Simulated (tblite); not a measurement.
Cl₃In, charge -1, doublet, geometry from GFN2-xTB (such geometries of metal compounds can be far from the true shape) (a state made from the parent by changing its charge; the spin is typed, not shown lowest); GFN1-xTB (tblite 0.6.0).

tblite was given this input:
```
$ tblite run mol.xyz --method gfn1 --charge -1 --spin 1 --guess eeq --json tblite.json --no-restart

# file mol.xyz
4

In    -0.08596373    -0.39190952    -0.26174364
Cl     2.34211269     0.17501297    -0.18886085
Cl    -0.83055002    -0.66027628     2.10380886
Cl    -1.26378487     1.61488486    -1.16051046
```

Question: What does tblite print? Leave out banner, timings and long lists.

Answer: 
```
xTB calculator
 | screened Coulomb repulsion
 | Coulomb electrostatics
 |  * isotropic Klopman-Ohno-Mataga-Nishimoto electrostatics
 |  * onsite third-order electrostatics
 | DFT-D3(BJ) dispersion correction

halogen bonding energy    0.0000000000000E+00 Eh
repulsion energy          5.7069589572991E-03 Eh
dispersion energy        -1.7914972656735E-03 Eh
number of electrons       2.5000000000000E+01 e
integral cutoff           4.0000000000000E+01 bohr

------------------------------------------------------------
  cycle        total energy    energy error   density error
------------------------------------------------------------
      1     -14.68137423393  -1.4685290E+01   1.6133031E-01
      2     -14.68184301288  -4.6877895E-04   9.8699017E-02
      3     -14.68195247850  -1.0946562E-04   9.2967789E-03
      4     -14.68196929297  -1.6814468E-05   2.2912927E-04
      5     -14.68196930425  -1.1279667E-08   8.6287302E-05
      6     -14.68196930430  -5.1985083E-11   3.6152321E-06
------------------------------------------------------------

electronic energy        -1.4685884765990E+01 Eh
total energy             -1.4681969304298E+01 Eh

Post processing:
 | Mayer-Wiberg bond orders

[Info] JSON dump of results written to 'tblite.json'
```
